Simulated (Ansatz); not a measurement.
Basis sets compared for Pb5⁺ (the lowest doublet isomer of a short search). Charge 1, multiplicity 2. Geometry r2SCAN-D4/def2-SVP. Ansatz on 4 threads of Arm Neoverse V1 on a shared host; times are rough, and most runs start from earlier orbitals.

```xyz
5

Pb   -1.613    1.153    1.542
Pb    1.403    0.828   -0.307
Pb   -1.235    1.516   -1.574
Pb   -0.740   -1.448    0.310
Pb    2.186   -2.049    0.029
```

In the def2 sets Pb takes a core potential; there is no spin–orbit coupling. The structure comes from a short search, and lower isomers may exist.

```json
{"level": "PBE-D4/def2-SVP", "functions": "130", "energy (Eh)": "-964.4779", "HOMO (eV)": "-8.73", "LUMO (eV)": "-8.18", "wall time": "4.5 s"}
{"level": "PBE0-D4/def2-SVP", "functions": "130", "energy (Eh)": "-964.3090", "HOMO (eV)": "-9.28", "LUMO (eV)": "-7.53", "wall time": "8 s"}
```

Estimate the rows for PBE-D4/def2-TZVP (with forces), PBE0-D4/def2-TZVP.


```tsv
level	functions	energy (Eh)	HOMO (eV)	LUMO (eV)	wall time
PBE-D4/def2-TZVP (with forces)	250	-964.5114	-8.67	-8.10	9.5 s
PBE0-D4/def2-TZVP	250	-964.3361	-9.21	-7.43	31 s
```
